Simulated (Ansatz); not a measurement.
Basis sets compared for CdMe(SiH3) (CH₆CdSi). Charge 0, multiplicity 1. Geometry r2SCAN-D4/def2-TZVP. Ansatz on 4 threads of Arm Neoverse V2 on a shared host; times are rough, and most runs start from earlier orbitals.

```xyz
9

Cd    0.081   -0.203    0.071
C     0.822   -2.127    0.591
H     0.383   -2.888   -0.059
H     0.573   -2.369    1.626
H     1.908   -2.160    0.478
Si   -0.794    2.056   -0.565
H    -0.324    3.136    0.350
H    -2.284    2.107   -0.554
H    -0.366    2.447   -1.939
```

In the def2 sets Cd takes a core potential; there is no spin–orbit coupling.

Binding counts from free atoms (Cd singlet, C triplet, H doublet, Si triplet) in the same basis, without a counterpoise term.

| level | functions | energy (Eh) | HOMO (eV) | LUMO (eV) | binding per atom (eV) | wall time |
| --- | --- | --- | --- | --- | --- | --- |
| PBE-D4/def2-SVP | 93 | -498.5830 | -5.74 | -1.40 | 2.93 | 0.65 s |
| PBE-D4/def2-TZVP | 144 | -498.7743 | -5.79 | -1.49 | 2.93 | 0.9 s |
| r2SCAN-D4/def2-TZVP | 144 | -498.9845 | -5.98 | -1.25 | 2.95 | 2.2 s |
| PBE0-D4/def2-SVP | 93 | -498.6164 | -6.76 | -0.75 | 2.93 | 0.75 s |
| PBE0-D4/def2-TZVP | 144 | -498.8028 | -6.78 | -0.80 | 2.92 | 1.2 s |

Question: Estimate the rows for PBE-D4/def2-TZVPD, r2SCAN-D4/def2-TZVPD, PBE0-D4/def2-TZVPD.

Answer: 
```
               level  functions  energy (Eh)  HOMO (eV)  LUMO (eV)  binding per atom (eV)  wall time
   PBE-D4/def2-TZVPD        174    -498.7751      -5.81      -1.51                   2.93      1.3 s
r2SCAN-D4/def2-TZVPD        174    -498.9851      -5.98      -1.26                   2.95      2.6 s
  PBE0-D4/def2-TZVPD        174    -498.8034      -6.79      -0.82                   2.92      1.6 s
```
